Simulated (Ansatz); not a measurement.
`CC(Cl)BS` + `[AlH2][SH]` → `[AlH2][S]BS` + `CCCl`  (ligand exchange at a B–C bond)

Isolated molecules relaxed with PBE0-D4/def2-TZVP in Ansatz; ΔE leaves out vibrations. CCSD(T)/CBS adds triple-zeta CCSD(T) − MP2 to the extrapolated MP2 energy (def2 sets, frozen cores). This one scheme is used for every species. DFT in def2-TZVPP. Each species was taken in one conformer, which may not be the lowest.

(1) Is it downhill or uphill in electronic energy at CCSD(T)/CBS, and by how much? (Best estimate.)

(2) What do these levels give: PBE-D4, PBE0-D4, ωB97X-V, PBE0, HF/def2-TZVPP, HF/def2-QZVPP? (Estimate.)

Largest T1 diagnostic among the species: 0.014.

## Answers

(1) Computed: Downhill: ΔE = -59.4 kJ/mol.

(2) The calculation gave: PBE-D4 -62.6, PBE0-D4 -63.1, ωB97X-V -58.2, PBE0 -64.2, HF/def2-TZVPP -60.8, HF/def2-QZVPP -61.1 kJ/mol.
